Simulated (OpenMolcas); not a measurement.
# What dynamic correlation does to the levels of Cu³⁺

```json
{
 "Program": "OpenMolcas 26.06",
 "Basis": "ANO-RCC-VTZP [6s5p3d2f1g]",
 "Scalar Hamiltonian": "DKH2, point nucleus",
 "Active space": "8 electrons in 5 orbitals (3d)",
 "State averaging": "2S+1 = 3 even, 10 roots; 2S+1 = 1 even, 15 roots kept (CI in the orbitals of an earlier block)",
 "Spin-orbit coupling": "state interaction with AMFI integrals over the reference wave functions, term energies averaged over their components"
}
```

Methods on the same reference wave functions:
A. CASSCF
B. SS-CASPT2, IPEA 0.25 Eh, imaginary shift 0.1 Eh (closed shells correlated: 3s 3p)

Energies in cm-1 above 3d8 3F4, the measured ground level; measured values from Sugar and Musgrove, J. Phys. Chem. Ref. Data 19, 527 (1990).

| Level | A | B | Measured |
| --- | --- | --- | --- |
| 3d8 3F4 | 0.0 | 0.0 | 0.0 |
| 3d8 3F3 | 1820 | 1823 | 1861 |
| 3d8 3F2 | 3051 | 3020 | 3078 |
| 3d8 1D2 | 19659 | 16050 | 16248 |
| 3d8 3P2 | 23823 | 20090 | 19697 |
| 3d8 3P1 | 24267 | 20510 | 20097 |
| 3d8 3P0 | 24616 | 20850 | 20423 |
| 3d8 1G4 | 30499 | 27510 | 26913 |
| 3d8 1S0 | 73395 | 62350 | 61456 |

Deviations, from unrounded energies. A percentage is the sum of absolute deviations over the sum of measured energies, with the sign that they share, or ± where signs differ.

```tsv
Against measurement	Levels	A	B
mean absolute deviation (cm-1)	8	3900	380
fine structure of the ground term (%)	2	-1.4	-1.9
other terms of the ground configuration (%)	6	+19.1	±1.8
```

B lies closest to measurement on these levels. The largest miss of B in the table is 3d8 1S0, by +890 cm-1. The ranking rests on the paired levels alone, and a cruder setting can come out closer through cancelling errors.

From A to B the spin-free energies of the other terms of 3d8 shown, above 3F, scale by factors of 0.81 to 0.90, as is usual when dynamic correlation screens the repulsion within a d or f shell.

The lowest spin-free term lies below A's lowest term by 0.607 hartree in B.

CASPT2 does not keep the components of a term degenerate, so their means are used; among the terms shown or strongly mixed into the levels shown the widest spread is 930 cm-1 (3d8 1G, B). Terms from blocks run as CI alone lack orbitals of their own. Without dynamic correlation excited terms often stand tens of per cent too high (terms of higher spin than the ground term too low), and those without a measured partner can miss by more than the paired ones (holds for A). Measured partners are found by configuration, term and J. A level has none where our copy of the source lacks it or the pairing is in doubt (some pairs that miss far off the trend of their configuration count as doubtful), and it then counts in no deviation. Levels of configurations outside the active space are missing.
